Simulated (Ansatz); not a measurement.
## Isomers

Structures of CH4GeSi, singlet, relaxed at PBE0-D4/def2-TZVP (vibrations not checked; lower isomers may exist, and structures with a doubtful reference or unclear bonds are left out). Computed with Ansatz 0.2.0 (basis: def2-TZVPP); correlated methods freeze the cores. Filled d shells of the heavier atoms are correlated. The def2 sets are not built for correlating such inner shells, so the correlated values are less sure here. B3LYP uses VWN-RPA correlation.

**Question.** Rank them by CCSD(T) energy, lowest first, and give each one's height above the lowest. Links in brackets join atoms within 1.22 times the sum of their covalent radii (1.1 for two metals). (An estimate is asked for; the value comes from the calculation.)
A.
CH₄GeSi ([CH3][Ge]1[H][Si]1)
```
7
angstrom
Si -1.2437 -2.7114 -0.4675
C 0.5884 0.8643 0.1313
Ge -0.0075 -0.9667 -0.2226
H -1.7564 -1.1731 -0.0313
H 0.1208 1.5530 -0.5718
H 0.3462 1.1450 1.1560
H 1.6710 0.8934 -0.0028
```
B.
CH₄GeSi ([H]1[Si]23[H][Ge]12[CH2]3)
```
7
angstrom
C -0.3090 -1.2901 0.0831
Si -0.1903 -0.3158 -1.5439
Ge 0.5571 0.3961 0.6994
H -1.3107 -1.4625 0.4704
H -0.5264 1.0584 -0.6276
H 0.3104 -2.1811 0.1584
H 1.2922 0.2523 -0.9777
```
C.
CH₄GeSi ([CH2]1[Si][GeH2]1)
```
7
angstrom
C -0.9415 -0.6574 -0.1466
Si -0.2069 0.6220 -1.2429
Ge 0.7447 0.0890 0.8349
H -1.1969 -1.6280 -0.5708
H -1.5822 -0.4435 0.7115
H 0.1868 0.2231 2.2573
H 2.0176 -0.7795 0.8311
```
D.
CH₄GeSi ([CH]1[SiH][GeH2]1)
```
7
angstrom
C -0.7999 -0.6165 -0.3165
Si -0.1985 0.7871 -1.0726
Ge 0.6690 -0.0420 0.8543
H -1.5030 -1.4374 -0.2996
H -0.5245 1.5723 -2.2976
H 0.3694 0.5749 2.2342
H 1.9874 -0.8383 0.8977
```

**Answer.** Computed: B (0.000 eV), A (0.367 eV), C (0.825 eV), D (1.276 eV). Heights count from the lowest.

**Question.** Do PBE-D4, r2SCAN-D4, PBE0-D4, B3LYP-D4, wB97M-V, HF, MP2 give the same order? (A judgement: the text doesn't fix the answer.)

**Answer.** Computed: All do.

The T1 diagnostic stays at or below 0.017. The restricted Hartree–Fock reference is unstable towards an unrestricted one at one or more of these structures.

For scale, one of the runs: CCSD(T)/def2-TZVPP, 177 basis functions, launched by `ansatz run in.yaml --threads 2 --pin off --events-out ev --progress --plain --max-ram 4352MiB`. Hardware: 2 CPU threads of an Arm Neoverse V2, shared host. Wall time 60 s; peak host memory 1.5 GiB.
